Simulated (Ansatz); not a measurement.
Basis-set extrapolation for C$_{3}$ClN$_{3}$Si, SMILES `N#C[Si](Cl)(C#N)C#N` (PBE0-D4/def2-TZVP geometry, frozen core, the Gaussian-basis code of Ansatz). Multiplicity 1, RHF reference.

|  | def2-TZVPP | def2-QZVPP |
| --- | --- | --- |
| HF | -1025.565319 | -1025.597145 |
| MP2 correlation | -1.286968 | -1.380607 |
| CCSD(T) correlation | -1.371618 | not run |

Energies in hartree. Use E(X) = E(∞) + A·exp(−7.88·√X) for Hartree–Fock and E(X) = E(∞) + B·X^(−2.97) for correlation, with X = 3 and 4, and add CCSD(T) minus MP2 of the smaller set to the MP2 limit.

**Question.** What is the CCSD(T) energy at the basis-set limit?

**Answer.** HF limit: -1025.597145 + (-0.031826) × 0.13774 = -1025.60153. MP2 limit: -1.380607 + (-0.093639) × 0.74074 = -1.44997. Higher-order term: -1.371618 − (-1.286968) = -0.08465. Total: -1027.13615 hartree, 523.0 kJ/mol below CCSD(T)/def2-TZVPP.
